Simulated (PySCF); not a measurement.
Stepwise substitution at one centre (Si OCH3-SiH3). Gas-phase values, no solvent. One relaxed conformer stands for each flexible species; it need not be the lowest. Strings in code marks are SMILES.

These are B3LYP-D3(BJ)/def2-TZVP // B3LYP-D3(BJ)/def2-SVP (PySCF 2.14.0) values and carry that method's errors. B3LYP has the VWN-RPA correlation part, as in Gaussian. 

| species | HOMO (eV) | HOMO–LUMO gap (eV) |
|---|---|---|
| 0 of 4 OCH3 replaced by SiH3 (`CO[Si](OC)(OC)OC`) | -7.81 | 8.57 |
| 2 of 4 OCH3 replaced by SiH3 (`CO[Si]([SiH3])([SiH3])OC` (C–O–Si–Si torsion 79°, Si–Si–O–C torsion 178°)) | … | 6.27 |
| 3 of 4 OCH3 replaced by SiH3 (`CO[Si]([SiH3])([SiH3])[SiH3]` (C–O–Si–Si torsion 60°)) | -7.13 | 6.10 |
| 4 of 4 OCH3 replaced by SiH3 | … | 7.33 |

Problem. Complete the blanks.

Solution. 
- 2 of 4 OCH3 replaced by SiH3 (`CO[Si]([SiH3])([SiH3])OC` (C–O–Si–Si torsion 79°, Si–Si–O–C torsion 178°)), HOMO (eV): -6.90
- 4 of 4 OCH3 replaced by SiH3, HOMO (eV): -7.80
